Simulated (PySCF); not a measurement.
# Adding and removing an electron: NaBi

ROHF-MP2; PySCF, scalar-relativistic core potentials, basis sets Na def2-SVP, Bi def2-SVP with ECP60. Neutral (ROHF): triplet (π ↑↑), Re = 3.028 Å, ωe = 189 cm⁻¹, De = 0.69 eV.

NaBi⁺ (UHF): quartet (σ ↑, π ↑↑), Re = 3.505 Å, ωe = 91.2 cm⁻¹. The energies at the minima are -375.47284 hartree for NaBi and -375.27747 for NaBi⁺.

(1) Work out the adiabatic ionisation energy, without and with harmonic zero-point energies (1 hartree = 27.2114 eV, 1 eV = 8065.5 cm⁻¹), and the change of the bond length.

Correlated steps freeze 5 core orbitals. UHF and ROHF references stand side by side, which adds small steps between rows. Correlated levels converge slowly with the basis: in double zeta they bind strong bonds too weakly, by up to about 1 eV, and carry superposition errors of some tenths. These are scalar-relativistic numbers at best; spin–orbit coupling would shift them, the dissociation energy most. States were picked by a PBE0 search and need not be the measured ground states.

Neutral and ion stand on different kinds of reference determinant, which adds to the error of the difference.

Results:

(1) At MP2: 0.19537 hartree = 5.316 eV between the minima; the zero-point term (91.2 − 189.0)/2 cm⁻¹ = -0.006 eV makes it 5.310 eV. Re changes by +47.7 pm against the neutral. The electron leaves a σ orbital, and the ion is left as a loose complex of an ion and an atom.
